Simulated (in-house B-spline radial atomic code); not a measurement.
# The boron ion B⁺: [He] 2s2

Method: non-relativistic LC-wPBE, spin-polarised, spherical fractional occupations, point nucleus. Calculated with a radial B-spline atomic code at the basis-set limit.

Screening seen three ways: the hydrogenic charge with the same mean radius, Z_r = [3n² - l(l+1)]/(2<r>), the one with the same energy, Z_e = n√(-2ε), and Slater's rules. Values are occupation-weighted means over spin.

```
shell  electrons   ε (eV)  <r> (bohr)   Z_r   Z_e  Slater
   1s          2  -199.58       0.329  4.56  3.83    4.70
   2s          2  -23.809       1.778  3.37  2.65    2.95
```

The least bound orbital is 2s at -23.81 eV, and it is also the most diffuse (<r> = 1.778 bohr).
